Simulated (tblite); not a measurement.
C2H9AsGeP (charge -1).
Bonds: C1–As2, As2–C3, As2–P4, P4–Ge5. Hydrogens: H6, H7, H8 on C1; H9, H10, H11 on C3; H12, H13, H14 on Ge5.

Computed with GFN2-xTB (tblite), gas phase: L-BFGS steps from a force-field or distance-geometry start until the largest atomic force falls under 0.01 eV/Å.

Step 52: E = -432.3371 eV
```
atom  x, y, z in Å  |  force x, y, z in eV/Å
C1     -2.0702   -0.3650   -1.4338    0.004   0.020   0.011
As2    -0.5002    0.6350   -0.7489   -0.031  -0.027   0.009
C3     -0.9395    0.3281    1.1701    0.003   0.005  -0.010
P4      1.0004   -1.0338   -1.0959    0.063   0.021   0.029
Ge5     2.7188    0.0868   -0.1878   -0.028  -0.002  -0.065
H6     -2.9941    0.1248   -1.1181   -0.052   0.010   0.001
H7     -2.0680   -1.3867   -1.0564    0.021   0.001  -0.005
H8     -2.0591   -0.4029   -2.5238    0.021  -0.004  -0.006
H9     -0.9681   -0.7394    1.3840    0.000  -0.015   0.008
H10    -1.9041    0.7694    1.4289   -0.048   0.026  -0.005
H11    -0.1742    0.7844    1.7991    0.021  -0.010   0.012
H12     4.0375   -0.6941   -0.3059    0.004   0.016   0.008
H13     2.7573    0.4179    1.3275    0.013  -0.013   0.015
H14     3.1628    1.4752   -0.7111    0.009  -0.029  -0.002
```

Step 53: E = -432.3378 eV
```
atom  x, y, z in Å  |  force x, y, z in eV/Å
C1     -2.0652   -0.3637   -1.4378    0.012   0.028   0.021
As2    -0.4968    0.6305   -0.7388   -0.040  -0.004  -0.010
C3     -0.9485    0.3271    1.1784    0.005   0.000  -0.018
P4      0.9990   -1.0418   -1.0799    0.062   0.004   0.028
Ge5     2.7231    0.0838   -0.1916   -0.031   0.028  -0.067
H6     -2.9894    0.1269   -1.1245   -0.055   0.005   0.001
H7     -2.0654   -1.3867   -1.0637    0.014   0.000  -0.010
H8     -2.0487   -0.3969   -2.5283    0.024  -0.005   0.008
H9     -0.9849   -0.7405    1.3896   -0.002  -0.020   0.020
H10    -1.9107    0.7750    1.4348   -0.045   0.023  -0.012
H11    -0.1821    0.7777    1.8102    0.020  -0.014   0.010
H12     4.0429   -0.6927   -0.3164    0.009   0.015   0.008
H13     2.7713    0.4270    1.3200    0.015  -0.020   0.026
H14     3.1546    1.4738   -0.7240    0.012  -0.042  -0.006
```

Question: Estimate the geometry and energy of step 54. (The exact step hangs on the optimiser's Hessian estimate; all steps are aligned on step 53, rigid shifts and turns removed.)

Answer: E = -432.3384 eV, largest force 0.074 eV/Å
```
atom  x, y, z in Å  |  force x, y, z in eV/Å
C1     -2.0599   -0.3619   -1.4419    0.010   0.028   0.027
As2    -0.4941    0.6257   -0.7276   -0.035   0.023  -0.028
C3     -0.9587    0.3263    1.1874    0.002  -0.007  -0.017
P4      0.9988   -1.0500   -1.0623    0.037  -0.015   0.021
Ge5     2.7276    0.0812   -0.1968   -0.017   0.057  -0.044
H6     -2.9858    0.1287   -1.1319   -0.045  -0.005  -0.003
H7     -2.0619   -1.3864   -1.0719    0.004   0.002  -0.012
H8     -2.0364   -0.3906   -2.5328    0.025  -0.002   0.025
H9     -1.0035   -0.7416    1.3957   -0.007  -0.016   0.030
H10    -1.9187    0.7816    1.4416   -0.025   0.013  -0.022
H11    -0.1903    0.7701    1.8224    0.009  -0.020   0.004
H12     4.0490   -0.6913   -0.3279    0.010   0.016   0.008
H13     2.7868    0.4362    1.3123    0.015  -0.028   0.026
H14     3.1464    1.4716   -0.7383    0.017  -0.046  -0.012
```

The energy changes by -0.0007 eV. The first-order estimate −F·Δx gives -0.0009 eV and the mean of the old and new forces, exact on a quadratic surface, -0.0007 eV. The step makes an angle of 84° with the force vector and moves no atom by more than 0.020 Å.
